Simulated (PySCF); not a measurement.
An excited-state job on `[Br][Ga]1[S]C=C[S]1`.

Method: TDDFT CAM-B3LYP/def2-SVPD, vertical, gas phase, core orbitals frozen in the response (PySCF 2.14.0, density-fitted response routines). Geometry: GFN2-xTB. The input is one job of a driver script: a line of settings, then coordinates in Å.

Command:
```bash
OMP_NUM_THREADS=1 python probes_run.py task.json out
```

Input:
```
{"job": {"kind": "uv", "xc": "CAM-B3LYP", "basis": "def2-SVPD", "nstates": 8, "ntriplets": 3}, "charge": 0, "multiplicity": 1}
Br     3.908731     0.784250     0.466423
Ga     1.666590     0.334537     0.207925
S      0.655818    -1.612864    -0.332753
C     -0.932331    -0.849182    -0.250544
C     -1.219665     0.420037     0.036716
S     -0.100710     1.726124     0.427682
H     -1.724406    -1.546618    -0.470824
H     -2.244971     0.753128     0.046291
```

**Question.** What does the run print?

**Answer.** 
```
coarse grid: 42688 points
cycle   1  E = -5372.2126118033  dE = -7.339e-01  |g| = 6.035e-01  |ddm| = 4.805e+00
cycle   2  E = -5372.1986624628  dE =  1.395e-02  |g| = 7.380e-01  |ddm| = 1.805e+00
cycle   3  E = -5372.2854973541  dE = -8.683e-02  |g| = 4.329e-02  |ddm| = 9.681e-01
cycle   4  E = -5372.2858861105  dE = -3.888e-04  |g| = 1.209e-02  |ddm| = 1.075e-01
cycle   5  E = -5372.2859365084  dE = -5.040e-05  |g| = 4.857e-03  |ddm| = 4.338e-02
cycle   6  E = -5372.2859431912  dE = -6.683e-06  |g| = 1.775e-03  |ddm| = 1.853e-02
final grid: 83016 points
cycle   7  E = -5372.2859601823  dE = -6.544e-08  |g| = 2.063e-03  |ddm| = 5.488e-03
cycle   8  E = -5372.2859596369  dE =  5.454e-07  |g| = 2.515e-03  |ddm| = 9.684e-03
cycle   9  E = -5372.2859614212  dE = -1.784e-06  |g| = 5.912e-05  |ddm| = 5.038e-03
cycle  10  E = -5372.2859614251  dE = -3.880e-09  |g| = 4.285e-05  |ddm| = 3.092e-04
cycle  11  E = -5372.2859614259  dE = -8.695e-10  |g| = 9.777e-06  |ddm| = 1.377e-04
converged SCF energy = -5372.2859614259

Static polarisability (au): isotropic 112.547, principal 74.950 119.238 143.452

Singlet excitations
state   eV       nm        f      main configurations
  1   3.6971    335.4   0.00760   H->L 0.96
  2   4.6085    269.0   0.05019   H->L+1 0.96
  3   5.2301    237.1   0.00000   H-1->L 0.91
  4   5.3529    231.6   0.00001   H-2->L 0.61, H->L+3 0.34
  5   5.4108    229.1   0.00065   H->L+2 0.63, H->L+4 0.13, H->L+7 0.11
  6   5.6884    218.0   0.07310   H->L+3 0.42, H-1->L+1 0.35, H-2->L 0.17
  7   5.9299    209.1   0.02357   H-3->L 0.91
  8   5.9600    208.0   0.00000   H-2->L+1 0.97

Triplet excitations (Tamm-Dancoff, eV): 3.4021 3.8605 3.9541
```

The SCF starts on a coarse grid where the log names one; the energy can jump when the final grid takes over, and dE then counts from the start density on the new grid. H and L stand for HOMO and LUMO; the number after each pair is its weight.

**Question.** How does the lowest singlet excitation compare with the HOMO–LUMO gap?

**Answer.** HOMO -7.85 eV and LUMO -1.08 eV give a gap of 6.77 eV; S1 at 3.70 eV lies 3.07 eV below it.

Main results: HOMO -7.85 eV, LUMO -1.08 eV; lowest singlet 3.70 eV; lowest triplet 3.40 eV (Tamm–Dancoff); mean polarisability 112.5 au.

 Relativistic effects, spin–orbit coupling among them, are left out although an element past zinc is present.

**Question.** How long does this job take on an Arm Neoverse N1 with one thread, on a shared host? And the peak memory of the process?

**Answer.** About 65 s, with 0.79 GiB resident at the peak, the Python interpreter and its libraries included.
Labels such as C1 count atoms from 1, the log's own numbers from 0.
